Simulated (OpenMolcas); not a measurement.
**4d along the 37-electron sequence**

```json
{
 "Program": "OpenMolcas",
 "Method": "SS-CASPT2, IPEA 0.25 Eh, imaginary shift 0.1 Eh",
 "Basis": "ANO-RCC-VQZP",
 "Scalar Hamiltonian": "DKH2, point nucleus",
 "Spin-orbit coupling": "state interaction with AMFI integrals over the reference wave functions, term energies averaged over their components"
}
```

Active space for each ion: 1 electron in 10 orbitals (4d 5d); closed shells correlated by CASPT2: 4s 4p.

Computed levels in cm-1 above 2D 3/2:

```tsv
Level	Nb4+	Mo5+	Tc6+	Ru7+
2D 5/2	1787	2418	3144	4037
weight of 2D in the lowest level (%)	100	100	100	100
```

Measured, with the error of the calculation in %. Measured levels: Nb4+ from Moore, Atomic Energy Levels, vol. II, NSRDS-NBS 35 (1971 reprint of NBS Circular 467, 1952); Mo5+ from Sugar and Musgrove, J. Phys. Chem. Ref. Data 17, 155 (1988).

```tsv
Level	Nb4+	Mo5+
2D 5/2	1870 (-4.5)	2584 (-6.4)
```

The fine-structure level 2D 5/2 changes by a factor of 2.26 from Nb4+ to Ru7+. Its fourth root runs 6.50, 7.01, 7.49, 7.97, with steps per unit of Z of 0.51, 0.48, 0.48; equal steps would mean a (Z - σ)^4 law with constant σ.

With one active electron outside closed inactive shells, the extra shells (5d) add no correlation to the reference. With one active electron, CASPT2 adds the correlation within the correlated inactive shells and between them and that electron, and leaves the splitting within a term as the reference gives it. Computed and measured levels are paired by configuration, term and J; levels that our copy of the source lacks, or whose pairing is in doubt (as where it misses far off the trend of its configuration), stay unpaired and out of the deviations. Levels of configurations outside the active space are missing.
